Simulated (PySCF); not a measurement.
Structure with atom numbers: `[CH3:1][C:2]([CH3:3])([CH3:4])[c:5]1[cH:6][cH:7][o:8][cH:9]1`. Each H is labelled by its parent atom.

GIAO PBE0/pcSseg-1 shifts (PySCF 2.14, gas phase, non-relativistic, equivalent atoms averaged), each against references optimised in the same way as the molecule (TMS, H2O).

On the GFN2-xTB geometry: C7 148.3, C5 143.9, C9 140.9, C6 116.1, C1/C3/C4 32.6, C2 32.0, O8 292.7, H(C7) 7.51, H(C9) 7.26, H(C6) 6.70, H(C1)/H(C3)/H(C4) 1.30 ppm.

What changes on the PBE0-D3(BJ)/def2-SVP geometry?

Results:


```
            atoms  δ (ppm)  change
               C7    147.0    -1.3
               C5    142.2    -1.7
               C9    140.2    -0.7
               C6    114.9    -1.2
         C1/C3/C4     32.4    -0.2
               C2     30.6    -1.4
               O8    295.5    +2.8
            H(C7)     7.35   -0.16
            H(C9)     7.13   -0.13
            H(C6)     6.55   -0.15
H(C1)/H(C3)/H(C4)     1.24   -0.06
```

Bonds between heavy atoms that differ most (equivalent bonds averaged): C5–C6 1.425 → 1.439 Å, C2–C5 1.503 → 1.510 Å, O8–C9 1.346 → 1.351 Å, C7–O8 1.342 → 1.346 Å, C6–C7 1.358 → 1.361 Å. Mean change of bonds to hydrogen: C–H +0.014 Å.
